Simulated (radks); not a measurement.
The numbers below are computed, except where a source is named.
The indium ion In23+, 26 electrons, occupied as [Ar] 3d8. Code: a radial shooting solver on a logarithmic mesh with Libxc functionals. Model: non-relativistic Kohn-Sham, TPSS, spin-polarised, spherical densities, point nucleus; open shells are filled with parallel spins first (spin-orbit coupling, left out, can overturn this in heavy ions); meta-GGA in the generalised Kohn-Sham scheme; relativity is left out, which matters for an element this heavy.

X-ray form factor f0, the Fourier transform of the density (f0(0) = 26):

sin(theta)/lambda (1/angstrom)  f0 (electrons)
0.05                                    25.961
0.1                                     25.846
0.15                                    25.656
0.2                                     25.393
0.25                                    25.061
0.3                                     24.663
0.4                                     23.690
0.5                                     22.519
0.6                                     21.199
0.8                                     18.324
1                                       15.448
1.25                                    12.273
1.5                                      9.804
2                                        6.857
